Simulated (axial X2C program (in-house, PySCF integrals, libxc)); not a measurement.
# Nuclear properties of YS⁺

Calculated with an axial X2C code built on PySCF integrals: two-component X2C with atomic mean-field Coulomb and Gaunt terms, Gaussian nuclei, basis Y dyall-cv3z, S dyall-av3z with contracted cores.

R = 2.213 Å (near the PBE0 minimum at charge 1 of the determinant lowest at the starting distance; the state shown can have its own minimum elsewhere).

Determinant lowest in the PBE0 search, Ω = 0 (closed shell), highest spinor 60% S p, 28% Y d, 5% Y f:

| level | qzz Y (a.u.) | qzz S (a.u.) |
| --- | --- | --- |
| PBE0 | -1.41 | -0.80 |
| HF | -0.82 | -0.94 |
| TPSSh | -1.48 | -0.79 |
| B3LYP | -1.57 | -0.81 |
| BP86 | -1.69 | -0.77 |

qzz is the electric field gradient, eQq0 = 234.96 MHz × Q/barn × qzz. The operators were transformed with the bare-nucleus X2C matrices; with these basis sets, hyperfine constants and field gradients can be off by tens of per cent, and where levels differ in sign neither size nor sign is settled.

Task: With Q(33S) = -0.0694 barn (Q from Pyykkö, Mol. Phys. 2018), turn the PBE0 values of the first state into constants in MHz.

Result: eQq0(33S) = 234.96 × (-0.0694) × (-0.80) = 13 MHz.

Each state is one determinant with collinear spin. The search compared states at one distance, so a state with another bond length can lie lower. Further determinants of the search, some of them spin-mixed, are not shown. Where a field gradient or hyperfine factor spreads by more than a factor of two over the levels, a constant derived from it is not to be relied on.
